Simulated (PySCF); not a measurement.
# Exercise with solution: oscillator strength and radiative lifetime

CH6AlClGe, SMILES [CH3][Al]([Cl])[GeH3].

Coordinates come from a B3LYP-D3(BJ)/def2-SVP optimisation. The structure was generated by enumeration; whether it is a known compound was not checked.

PySCF with TDDFT-M06-2X/def2-SVPD puts the first singlet state with f over 0.02 at 6.11 eV (vertical), with the transition dipole (0.021, 0.738, -1.137) in atomic units.

### Question
Find the oscillator strength, the wavelength and the radiative lifetime that this transition would have in vacuum if emission retraced absorption.

### Answer

|μ|² = 1.8379 au, so |μ| = 3.45 D. ΔE = 6.11/27.211 = 0.2245 hartree. f = (2/3) ΔE |μ|² = 0.275 (the program prints 0.275).
λ = 1239.84/6.11 = 203 nm; ν = 49280 cm⁻¹.
Einstein's coefficient A = 0.6670 ν² f s⁻¹ (ν in cm⁻¹) = 4.5e8 s⁻¹, so τ = 1/A = 2.2 ns. This state is S2; the lower singlet has f = 0.010. The figure is the radiative limit of this one transition; relaxation, internal conversion, crossing to triplets and a medium change what is measured.
